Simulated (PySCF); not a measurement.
H$_{2}$Cl$_{2}$Si, triplet, at a GFN2-xTB geometry (a higher spin typed on purpose: for a closed-shell molecule this is an excited state). Base run: HF/STO-3G (PySCF).

PySCF was given this input:
```python
from pyscf import gto, scf

mol = gto.Mole()
mol.atom = '''
    Si   -0.004989   -0.222946   -0.215868
    Cl    2.170841   -0.048922    0.184307
    Cl   -2.170866    0.185619    0.042426
    H     0.019535    0.859563    0.823128
    H     0.050739   -0.062167   -1.655437
'''
mol.basis = 'sto-3g'
mol.charge = 0
mol.spin = 2
mol.verbose = 4
mol.build()

mf = scf.UHF(mol)
mf.kernel()
```

Each row names what was changed in the base input (with any setting that the change needs).

| change | ΔE vs base (mEh) | fitting functions | dipole (D) |
|---|---|---|---|
| base | 0.000 | - | 0.44 |
| auxbasis = cc-pvtz-ri | 17.178 | 426 | 0.44 |
| auxbasis = def2-tzvp-ri | 1.013 | 369 | 0.44 |
| auxbasis = def2-svp-ri | 521.6 | 214 | 0.44 |
| auxbasis = cc-pvtz-jkfit | -0.040 | 423 | 0.44 |
| only_dfj = on; auxbasis = def2-universal-jfit | -4.096 | 175 | 0.43 |
| auxbasis = even-tempered beta=1.6 | 2.200 | 356 | 0.44 |
| auxbasis = def2-universal-jkfit | -0.702 | 420 | 0.43 |
| auxbasis = autoaux | 2.178 | 330 | 0.44 |
| auxbasis = cc-pvqz-jkfit | -0.080 | 546 | 0.44 |

A fitting set is made for a task (jfit for Coulomb, jkfit for Coulomb and exchange, ri for correlation) and for a family of orbital bases.

Open shells are given as the SCF converged; they aren't shown to be the lowest states, and a large step between rows can be another state.
